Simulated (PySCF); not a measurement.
C$_{6}$H$_{8}$, singlet, at a GFN2-xTB geometry; M06L/STO-3G in PySCF.

Here is a job for PySCF.
```python
from pyscf import gto, scf, dft

mol = gto.M(
    atom='''
C     0.334154   -1.320949    0.370251
C     1.346413   -0.526377    0.030314
C     1.121701    0.886668   -0.215467
C    -0.113014    1.353231   -0.386841
C    -1.292706    0.425692   -0.374388
C    -1.049167   -0.767555    0.550070
H     0.484302   -2.368487    0.586877
H     2.353911   -0.904353   -0.062995
H     1.982519    1.537378   -0.262315
H    -0.300205    2.395361   -0.600687
H    -1.456725    0.070233   -1.399832
H    -2.194820    0.957874   -0.067789
H    -1.797450   -1.540659    0.367281
H    -1.155821   -0.451608    1.595820
''',
    basis='sto-3g',
    charge=0,
    spin=0,
    verbose=4,
)

mf = dft.RKS(mol)
mf.xc = 'm06l'
mf.kernel()
mf.analyze()
```

It wrote (shortened):

```
PySCF version 2.14.0

[INPUT] verbose = 4
[INPUT] num. atoms = 14
[INPUT] num. electrons = 44
[INPUT] charge = 0
[INPUT] spin (= nelec alpha-beta = 2S) = 0
[INPUT] symmetry False subgroup None
[INPUT] Mole.unit = angstrom
[INPUT] Symbol           X                Y                Z      unit          X                Y                Z       unit  Magmom
[...]
nuclear repulsion = 220.49451189183
number of shells = 26
number of NR pGTOs = 114
number of NR cGTOs = 38
basis = sto-3g
ecp = {}

******** <class 'pyscf.dft.rks.RKS'> ********
method = RKS
initial guess = minao
damping factor = 0
level_shift factor = 0
DIIS = <class 'pyscf.scf.diis.CDIIS'>
diis_start_cycle = 1
diis_space = 8
diis_damp = 0
SCF conv_tol = 1e-09
SCF conv_tol_grad = None
SCF max_cycles = 50
direct_scf = True
direct_scf_tol = 1e-13
XC library pyscf.dft.libxc version 7.1.2
    S. Lehtola, C. Steigemann, M. J. T. Oliveira, and M. A. L. Marques,  SoftwareX 7, 1–5 (2018)
XC functionals = m06l
    Y. Zhao and D. G. Truhlar,  J. Chem. Phys. 125, 194101 (2006)
    Y. Zhao and D. G. Truhlar,  J. Chem. Phys. 125, 194101 (2006)
    Y. Zhao and D. G. Truhlar,  Theor. Chem. Acc. 120, 215 (2008)
radial grids:
    Treutler-Ahlrichs [JCP 102, 346 (1995); DOI:10.1063/1.469408] (M4) radial grids

becke partition: Becke, JCP 88, 2547 (1988); DOI:10.1063/1.454033
pruning grids: <function nwchem_prune>
grids dens level: 3
symmetrized grids: False
atomic radii adjust function: <function treutler_atomic_radii_adjust>
small_rho_cutoff = 0
Set gradient conv threshold to 3.16228e-05
Initial guess from minao.
tot grids = 163176
init E= -231.20672306721
[...]
cycle= 1 E= -230.48376880637  delta_E= 0.723  |g|= 0.206  |ddm|= 4.95
[...]
cycle= 2 E= -230.487090191922  delta_E= -0.00332  |g|= 0.183  |ddm|= 0.587
[...]
cycle= 3 E= -230.497871793304  delta_E= -0.0108  |g|= 0.0512  |ddm|= 0.295
[...]
cycle= 4 E= -230.49864467049  delta_E= -0.000773  |g|= 0.0133  |ddm|= 0.0768
[...]
cycle= 5 E= -230.49870044905  delta_E= -5.58e-05  |g|= 0.00262  |ddm|= 0.0189
[...]
cycle= 6 E= -230.498702688524  delta_E= -2.24e-06  |g|= 0.00015  |ddm|= 0.00379
[...]
cycle= 7 E= -230.498702696734  delta_E= -8.21e-09  |g|= 9.16e-06  |ddm|= 0.000254
[...]
cycle= 8 E= -230.498702696756  delta_E= -2.24e-11  |g|= 7.02e-06  |ddm|= 2.53e-05
[...]
Extra cycle  E= -230.498702696671  delta_E= 8.53e-11  |g|= 1.7e-05  |ddm|= 3.55e-05
converged SCF energy = -230.498702696671
**** SCF Summaries ****
Total Energy =                        -230.498702696670790
Nuclear Repulsion Energy =             220.494511891830456
One-electron Energy =                 -747.356997587688966
Two-electron Energy =                  296.363782999187720
Two-electron Coulomb Energy =          331.858805147977876
DFT Exchange-Correlation Energy =      -35.495022148790170
HOMO-LUMO gap [eV] =                     4.645505305459121
**** MO energy ****
[...]
 ** Mulliken pop on meta-lowdin orthogonal AOs  **
 ** Mulliken pop  **
[...]
 ** Mulliken atomic charges  **
charge of    0C =     -0.04943
charge of    1C =     -0.06733
charge of    2C =     -0.06735
charge of    3C =     -0.04941
charge of    4C =     -0.07237
charge of    5C =     -0.07233
charge of    6H =      0.04524
charge of    7H =      0.04742
charge of    8H =      0.04744
charge of    9H =      0.04527
charge of   10H =      0.04946
charge of   11H =      0.04695
charge of   12H =      0.04700
charge of   13H =      0.04945
Dipole moment(X, Y, Z, Debye): -0.46544, -0.06763,  0.03473
```
